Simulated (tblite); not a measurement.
Run record: molecular-dynamics run, `FCCCCC(F)F`.

Computed with GFN2-xTB (tblite), gas phase: Langevin dynamics at 600 K from the optimised GFN2-xTB geometry, time step 0.5 fs, friction 0.01 fs⁻¹, 2000 steps. The command runs a driver script over a list of jobs; the input below is this job's line of settings and its coordinates in Å. «temperature» is in K, «steps» counts time steps and «every» is the stride of the printed frames; «frames» go on to single points.

Command:
```bash
OMP_NUM_THREADS=1 python probes_run.py task.json out
```

Input:
```
{"job": {"kind": "md", "xc": "GFN2-xTB", "basis": "xTB", "temperature": 600, "steps": 2000, "every": 50, "frames": 5}, "charge": 0, "multiplicity": 1}
F     -2.451281     1.390594     1.125679
C     -2.500951     0.499714     0.079661
C     -1.317479    -0.455121     0.142916
C      0.005535     0.283777    -0.051349
C      1.197150    -0.667047     0.027352
C      2.505058     0.079292    -0.170186
F      3.563933    -0.758106    -0.036588
F      2.587758     0.588741    -1.424871
H     -3.453503    -0.032348     0.169107
H     -2.488698     1.096243    -0.838402
H     -1.319455    -0.952478     1.114758
H     -1.447929    -1.212266    -0.631534
H      0.097987     1.051447     0.719867
H      0.006916     0.780841    -1.023937
H      1.237339    -1.160758     0.999687
H      1.123112    -1.433425    -0.747347
H      2.647509     0.912930     0.535276
```

Output:
```
t/fs     T/K      E/eV
    0.0   518.0   -802.89362
   25.0   418.9   -802.18445
   50.0   376.2   -801.75443
   75.0   504.3   -801.92139
  100.0   538.5   -801.75963
  125.0   632.9   -801.99308
  150.0   395.1   -802.02464
  175.0   582.8   -801.89602
  200.0   591.0   -801.83851
  225.0   527.0   -801.56146
  250.0   447.7   -801.47376
  275.0   599.9   -801.83099
  300.0   653.5   -801.98765
  325.0   468.1   -801.87068
  350.0   384.1   -801.80615
  375.0   440.2   -802.05110
  400.0   486.3   -801.78055
  425.0   515.2   -801.79252
  450.0   493.1   -801.87479
  475.0   537.1   -801.61937
  500.0   897.0   -801.81403
  525.0   977.1   -801.43613
  550.0   927.1   -801.72607
  575.0   853.6   -801.64784
  600.0   637.8   -801.43963
  625.0   504.1   -801.36451
  650.0   670.4   -801.79990
  675.0   547.8   -801.73578
  700.0   522.7   -801.88769
  725.0   542.6   -801.91186
  750.0   622.2   -801.81228
  775.0   634.2   -801.68129
  800.0   593.0   -801.57426
  825.0   731.3   -801.78853
  850.0   628.0   -801.63057
  875.0   599.7   -801.87276
  900.0   640.7   -801.61617
  925.0   539.2   -801.34708
  950.0   620.2   -801.67858
  975.0   625.9   -801.70777
 1000.0   722.6   -801.58256
```

E is the potential energy; T comes from the kinetic energy over all 3N coordinates.

Sum up the printed frames.

41 frames over 1000 fs. T runs from 376 K (50 fs) to 977 K (525 fs), with a mean of 589 K over all frames and 668 K from 500 fs on. E starts at -802.894 eV, peaks 1.547 eV above that at 925 fs, and averages 1.224 eV above it from 500 fs on.

Give the last frame.

0.46 Å rms from the start after alignment:
```
atom  x, y, z in Å  |  force x, y, z in eV/Å
F1     -2.899    3.158    2.379   -0.510   0.338   1.327
C2     -3.265    2.354    1.397    0.422  -1.524  -4.225
C3     -2.474    0.993    1.390    0.458  -0.262   1.449
C4     -1.189    0.974    0.484   -1.178   0.147   1.156
C5     -0.360   -0.366    0.480   -0.895   0.931  -0.346
C6      1.173   -0.312    0.474   -0.847   0.672   0.403
F7      1.498   -1.627    0.395    0.877   0.187  -0.526
F8      1.571    0.417   -0.614    0.377  -0.754   0.383
H9     -4.348    2.104    1.152    0.770   0.679   1.585
H10    -2.982    2.937    0.445   -0.041  -0.602   0.800
H11    -2.304    0.716    2.452    0.398   0.456  -0.345
H12    -3.071    0.166    1.054   -0.708  -0.087  -0.436
H13    -0.580    1.820    0.833    0.044  -0.307  -0.570
H14    -1.791    1.194   -0.423    1.734  -0.193  -0.316
H15    -0.599   -1.104    1.223   -0.442   0.271   1.145
H16    -0.640   -0.929   -0.401    0.119   0.158  -0.770
H17     1.710    0.091    1.383   -0.578  -0.110  -0.714
```

How long does this job take on one thread of an AMD EPYC 9R14, no GPU, shared host with 96 logical CPUs at a one-minute load of 34? And the peak memory of the process?

About 9.0 s, with 0.19 GiB resident at the peak, the Python interpreter and its libraries included.
